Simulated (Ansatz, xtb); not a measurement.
# Two isomers of C4H4BClS

We compare X, `SB1C=CC(Cl)=C1`, a singlet, with Y, `SC1=CC=CB1Cl`, a singlet. Both are isolated molecules in the gas phase, relaxed with B3LYP-D3(BJ)/def2-SVP; the shapes shown needn't be the lowest conformers.

X (Å):

```xyz
11

C    -1.9989    1.0266   -0.3427
C    -1.7850    0.7006    0.9456
C    -0.4396    0.0431    1.1089
C     0.2527   -0.0779   -0.0431
B    -0.6967    0.5543   -1.1174
Cl    0.0611   -0.4681    2.6855
S    -0.4548    0.7490   -2.8742
H     0.7754    0.1898   -2.9621
H    -2.9056    1.5138   -0.7045
H    -2.4456    0.8590    1.8016
H     1.2421   -0.5272   -0.1181
```

Y (Å):

```
atom    x (Å)    y (Å)    z (Å)
   C  -1.3055   0.2944  -0.9086
   C  -0.9906   1.5811  -0.6261
   C  -0.1416   1.6561   0.6066
   C   0.1263   0.4495   1.1665
   B  -0.5984  -0.5654   0.2461
  Cl  -0.6852  -2.3114   0.3613
   S  -2.2670  -0.3036  -2.2334
   H  -2.1624  -1.6118  -1.8994
   H  -1.2894   2.4697  -1.1870
   H   0.2095   2.6218   0.9866
   H   0.7257   0.3046   2.0644
```

Q: Which of the two would you expect CCSD(T)/def2-SVP + ΔMP2/def2-TZVPP electronic energies to favour?

A: Structure Y; the calculation gives E(Y) − E(X) = −0.184 eV.

How the difference moves with the method:

| level | geometry | E(Y) − E(X) (eV) | departure from the last row (eV) | job, with rough time for the two |
| --- | --- | --- | --- | --- |
| GFN2-xTB | GFN2-xTB | −0.102 | +0.081 | optimisation, 0.31 s |
| HF/STO-3G | GFN2-xTB | −0.111 | +0.073 | single point, 0.58 s |
| r2SCAN-D4/def2-SVP | GFN2-xTB | −0.176 | +0.007 | single point, 4 s |
| B3LYP-D3(BJ)/def2-SVP | B3LYP-D3(BJ)/def2-SVP | −0.239 | −0.055 | optimisation, 37 s |
| HF/def2-SVP | B3LYP-D3(BJ)/def2-SVP | −0.290 | −0.106 | part of the CCSD(T) run |
| MP2/def2-SVP | B3LYP-D3(BJ)/def2-SVP | −0.218 | −0.035 | part of the CCSD(T) run |
| CCSD(T)/def2-SVP | B3LYP-D3(BJ)/def2-SVP | −0.215 | −0.032 | single point |
| CCSD(T)/def2-SVP + ΔMP2/def2-TZVPP | B3LYP-D3(BJ)/def2-SVP | −0.184 |  | single point, 71 s |

As drawn, Y has 1 C–S, 1 B–Cl in place of 1 B–S, 1 C–Cl.

None of the levels shown reverses the order. The largest departure from CCSD(T)/def2-SVP + ΔMP2/def2-TZVPP is that of HF/def2-SVP, 0.106 eV. The last row adds to CCSD(T) the change of the MP2 difference between the two basis sets, here +0.032 eV.

With thermal terms from frequencies at re-optimised GFN2-xTB minima (ideal gas, soft modes damped towards free rotors, one conformer each, 298.15 K, 1 atm): the zero-point term adds −0.012 eV; ΔH is −0.191 and ΔG −0.199 eV.

The correlated steps freeze 15 core orbitals. Programs: Ansatz 0.2.0, xtb 6.7.1; the last row on 2 threads of Intel(R) Xeon(R) Platinum 8488C (Sapphire Rapids) on a shared host.
